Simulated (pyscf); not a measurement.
Structures and frequencies: ωB97X-D3(BJ)/def2-SVP in PySCF.

Estimate the classical barrier height and the reaction energy of bromomethane (H₃C–Br) + trifluoromethyl (F–C•(F)–F) → H₃C–C(F)(F)–F + Br atom (Br•) at ωB97M-D3(BJ)/def2-TZVP. The step runs on the doublet surface, breaks Br–C and forms C–C; take the separated reactants as zero.

ΔE‡ = 0.72 eV, ΔE = -1.44 eV. Zero-point energy shifts the barrier by +0.01 eV. It is a substitution at C, with an imaginary mode of 884i cm⁻¹. One saddle was located; it need not be the lowest between these sides. The angle at the attacked C is 180°. Left out: the spin-orbit lowering of Br, which is large for Br, Se, Te and I. Elements up to Kr have no core potential and no relativistic terms here.
